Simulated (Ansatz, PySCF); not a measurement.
FH4NO2Si, SMILES O[Si](O)(N)F. Atoms are numbered in the order given.

```xyz
9

N     -1.6138    -0.4412     0.2708
Si     0.0179    -0.0297     0.0046
O      0.2320     1.2020    -1.0753
O      0.9209    -1.2820    -0.5668
F      0.5624     0.4375     1.4617
H     -1.9066    -0.7077     1.2052
H     -2.1498    -0.9268    -0.4407
H     -0.2825     2.0017    -0.9151
H      1.7337    -1.0420    -1.0280
```
Charge 0, spin multiplicity 1.

Coordinates come from a B3LYP-D3(BJ)/def2-SVP optimisation. This is a generated structure with no PubChem entry under its InChIKey; it may be hypothetical. The values are those of a single conformer.

Two levels are set side by side: PBE-D3(BJ)/def2-SVP (Ansatz, a program for electronic structure) and B3LYP-D3(BJ)/def2-SVP (Ansatz). Each level has its own optimised geometry; the coordinates shown are those of the second. Frequencies come from the Hessian of PySCF at each geometry. Differences are taken from unrounded values.

| quantity | B3LYP-D3(BJ) | PBE-D3(BJ) | PBE-D3(BJ) minus B3LYP-D3(BJ) |
|---|---|---|---|
| mean bond length (Å) | 1.323 | 1.333 | 0.010 |
| bond N1–Si2 (Å) | 1.704 | 1.715 | 0.011 |
| bond Si2–O3 (Å) | 1.652 | 1.665 | 0.013 |
| bond Si2–O4 (Å) | 1.646 | 1.660 | 0.014 |
| bond Si2–F5 (Å) | 1.624 | 1.636 | 0.012 |
| bond N1–H6 (Å) | 1.015 | 1.022 | 0.007 |
| bond N1–H7 (Å) | 1.014 | 1.022 | 0.007 |
| bond O3–H8 (Å) | 0.964 | 0.973 | 0.009 |
| bond O4–H9 (Å) | 0.965 | 0.973 | 0.009 |
| highest harmonic wavenumber (cm⁻¹) | 3878 | 3769 | -110 |
| mean harmonic wavenumber (cm⁻¹) | 1207 | 1177 | -30 |
| zero-point energy (kcal/mol) | 36.24 | 35.33 | -0.91 |

Exact exchange shortens and stiffens bonds; PBE has none. Differences between two approximate levels are no errors against the true value.
